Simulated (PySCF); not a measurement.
# How the method changes the shape and vibrations of AlBH2NO

All numbers below are calculated, not measured. The program is PySCF 2.14.0, an open-source quantum chemistry code, run on an isolated molecule that a program drew, which may never have been made. The molecule is AlBH2NO (charge 0, doublet), drawn as the SMILES string `[BH][N]=[Al][OH]`.

The geometry was optimised and harmonic frequencies were computed with HF and MP2, all in the cc-pV(D+d)Z basis, for the commonest isotopes, with a restricted reference for singlets and an unrestricted one otherwise, and a frozen core in MP2. Each result is a local minimum of its method.

Geometry at the HF minimum:
```xyz
6
AlBH2NO, angstrom
B     0.4260   -0.6498   -2.7616
N     0.1917    0.0482   -1.7547
Al   -0.1038    1.2056   -0.4386
O    -0.5348    0.6556    1.1042
H     0.6442   -1.3163   -3.7019
H    -0.6465   -0.2413    1.3765
```

Lengths of the bonds as drawn, in Å (atoms numbered as above):
```
  bond     HF    MP2
 B1-N2  1.247  1.276
N2-Al3  1.777  1.805
Al3-O4  1.694  1.716
 B1-H5  1.173  1.181
 O4-H6  0.944  0.966
```

Rotational constants, in GHz:
```
constant,HF,MP2
A,30.45,31.48
B,3.237,3.103
C,2.926,2.824
```

Harmonic frequencies in cm^-1, each column in rising order, so a row needn't be the same motion in every method:
| rank | HF | MP2 |
|---|---|---|
| 1 | 119 | 104 |
| 2 | 147 | 119 |
| 3 | 276 | ? |
| 4 | 382 | 356 |
| 5 | 592 | 578 |
| 6 | 682 | 655 |
| 7 | 825 | 720 |
| 8 | 835 | 732 |
| 9 | 885 | 852 |
| 10 | 1942 | 1792 |
| 11 | 2978 | 2896 |
| 12 | 4197 | 3899 |

**Estimate the missing MP2 frequency from the HF column.**

A single factor s that minimises the squared misfit of MP2 against s times HF over the other rows is sum(HF x MP2) / sum(HF^2) = 0.9392, with an rms misfit of 43 cm^-1. For rank 3 it gives 0.9392 x 276 = 259 cm^-1. The calculation gives 255 cm^-1, 4 cm^-1 below the estimate. The drawn bonds are on average 1.6 % longer in MP2 than in HF.
